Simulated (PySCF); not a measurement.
Computed IR spectrum (relative IR intensity) of a molecule C₅H₆O₂. The structure is a stationary point at B3LYP-D3(BJ)/def2-SVP. The values are those of a single conformer. These are PySCF with B3LYP-D3(BJ)/def2-SVP values and carry that method's errors. No scaling factor is applied to the harmonic values.

| ν (cm⁻¹) | relative intensity |
|---|---|
| 254 | 3.1 |
| 434 | 8.7 |
| 737 | 9.4 |
| 755 | 3.3 |
| 868 | 5.4 |
| 918 | 2.4 |
| 990 | 3.6 |
| 1002 | 13 |
| 1126 | 13 |
| 1199 | 19 |
| 1277 | 36 |
| 1347 | 8.8 |
| 1387 | 4.3 |
| 1407 | 5.2 |
| 1456 | 5.6 |
| 1693 | 4.9 |
| 1815 | 100 |
| 2917 | 20 |
| 2944 | 18 |
| 3079 | 6.9 |
| 3129 | 3.2 |
| 3162 | 2.7 |

Task: Identify the compound among the candidates.
A. C=C=C1OC(C)O1
B. O=CCC1=COC1
C. O=C1C=CCOC1
D. O=C1CC=CCO1

Result: C, O=C1C=CCOC1
